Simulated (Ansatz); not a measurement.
Reactions of C$_{12}$H$_{12}$Sn, SMILES `c1cc[c]([SnH2][c]2ccccc2)cc1`.

Program: Ansatz. Geometries: PBE0-D4/def2-TZVP. ΔE: electronic, gas phase. CBS: MP2 limit from def2 TZ/QZ plus the TZ coupled-cluster correction, frozen cores. This one scheme is used for every species, atoms too. Functionals use def2-TZVPP. Open shells (•) are unrestricted, without spin–orbit coupling. Spin–orbit coupling would lower the free atoms: a little for C; strongly for Sn. Elements past krypton have def2 core potentials. For Ge, I, Sn outer-core shells are correlated without core-valence functions, so the limit isn't a true one: a few kJ/mol of doubt a bond, and 10 to 20 or more in all where bonds break to atoms. Scalar relativity is left out up to krypton. One conformer a species, not always the lowest.

```tsv
reaction	CCSD/CBS(def2) (kcal/mol)	r2SCAN-D4 (kcal/mol)	ωB97X-V (kcal/mol)
`c1cc[c]([SnH2][c]2ccccc2)cc1` + `C[SiH2][NH][GeH3]` → `C[SiH2][N]([GeH3])c1ccccc1` + `[SnH3][c]1ccccc1`	9.3	5.1	6.1
`c1cc[c]([SnH2][c]2ccccc2)cc1` + H₂ → `c1ccccc1` + `[SnH3][c]1ccccc1`	-8.5	-9.0	-9.7
`c1cc[c]([SnH2][c]2ccccc2)cc1` + CH₃SH → `CSc1ccccc1` + `[SnH3][c]1ccccc1`	5.9	1.2	3.2
`c1cc[c]([SnH2][c]2ccccc2)cc1` → 12 C• + 12 H• + Sn•	2702.5	2781.8	2763.1
`c1cc[c]([SnH2][c]2ccccc2)cc1` + HI → `Ic1ccccc1` + `[SnH3][c]1ccccc1`	7.9	5.9	6.8
```

Problem. Give the CCSD(T)/CBS values in the same order. (Best estimate.)

Solution. Computed: 8.8, -6.2, 5.7, 2757.3, 7.8 kcal/mol.

Largest T1 diagnostic: 0.012, for `[SnH3][c]1ccccc1`.
